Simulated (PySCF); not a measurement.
C3H12AlN.
Bonds: C1–N2, N2–C3, N2–C4, N2–Al5. Hydrogens: H6, H7, H8 on C1; H9, H10, H11 on C3; H12, H13, H14 on C4; H15, H16, H17 on Al5.

The closed-shell ground state was solved at several levels (PySCF, density fitting, gas phase, non-relativistic). Isolated species at its PBE0-D3(BJ)/def2-SVP geometry, gas phase.

| level | basis functions | total energy (Eh) | HOMO (eV) | LUMO (eV) | gap (eV) | dipole (D) |
| --- | --- | --- | --- | --- | --- | --- |
| PBE/pcSseg-2 | 355 | -418.4026 | -6.12 | -0.67 | 5.45 | 5.03 |
| PBE0/pcSseg-1 | 152 | -418.3491 | -7.36 | 0.50 | 7.86 | 5.30 |

Problem. What might B3LYP/def2-SVPD (200 basis functions) give for the same quantities?

Solution. Total energy -418.5510 Eh, HOMO -7.16 eV, LUMO -0.12 eV, gap 7.04 eV, dipole 5.10 D.

Problem. Over all these levels, which gives the widest orbital gap and which the narrowest?

Solution. PBE0/pcSseg-1 (global hybrid, 25 % exact exchange) has the widest, 7.86 eV, and PBE/pcSseg-2 (GGA) the narrowest, 5.45 eV. Functional and basis both differ between the two, so the spread mixes both effects.

Problem. How far do the dipole and the HOMO energy spread over the levels?

Solution. The dipole runs from 5.03 to 5.30 D (mean 5.14 D) and the HOMO from -7.36 to -6.12 eV.
